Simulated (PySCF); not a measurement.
Compound: C5H5N2S (doublet state).
Z-matrix (Å and degrees, GFN2-xTB geometry), rows numbered from 1:
```
C 
N   1  1.3237
S   2  1.6180  1  110.38
C   3  1.8250  2   90.50  1    -0.05
C   4  1.3375  3  122.98  2  -179.94
C   5  1.4581  4  148.08  3    -0.14
C   5  1.4602  4  149.36  3  -179.72
N   1  1.3119  2  120.26  3     0.03
H   1  1.0762  2  119.09  3  -179.97
H   6  1.0820  5  118.53  7  -108.19
H   6  1.0821  5  118.52  7   108.21
H   7  1.0815  5  118.35  6  -108.36
H   7  1.0814  5  118.34  6   108.34
```

The hyperfine couplings belong to this conformer and change with its torsions.

Identity: `c1nsc([C]2CC2)n1` [radical].

Theory: UKS B3LYP, pcH-1 on C H N S, non-relativistic, mean-field spin-orbit, GIAO in PySCF 2.14.0. Geometry: GFN2-xTB, one conformer, isolated molecule. Couplings are sensitive to structure, and on GFN2-xTB geometries they can be far from those on DFT ones. Stability of the SCF solution: not tested. ⟨S²⟩ is 0.774 where a pure state has 0.75.

The largest Mulliken spin populations are on C5 (+0.57), N2 (+0.26), N8 (+0.23) and S3 (+0.20). Four atoms exceed +0.15. The angles at C5 add up to 360.0°, so it is planar.

(1) Find Q in a(H) = Q·ρ(C) for the protons on the planar carbons that carry spin.

(2) How do the β-proton couplings of this frozen conformer go with θ, the angle between the C–H bond and the normal to the plane of the spin centre's three neighbours, both seen down the bond from centre to carbon?

Answers

(1) 
| H | C | ρ(C) | a(H) (G) | a/ρ (G) |
| --- | --- | --- | --- | --- |
| H9 | C1 | -0.113 | +1.73 | -15.2 |

One proton gives one ratio, Q = -15.2 G, and no test of linearity. Where ρ is negative the coupling is positive.

(2) 
```csv
β H,on,centre,θ (°),cos²θ,a (G)
H10,C6,C5,18,0.90,+18.60
H11,C6,C5,18,0.90,+18.57
H12,C7,C5,18,0.90,+18.81
H13,C7,C5,18,0.90,+18.84
```

Couplings in gauss use g_iso = 2.0056.
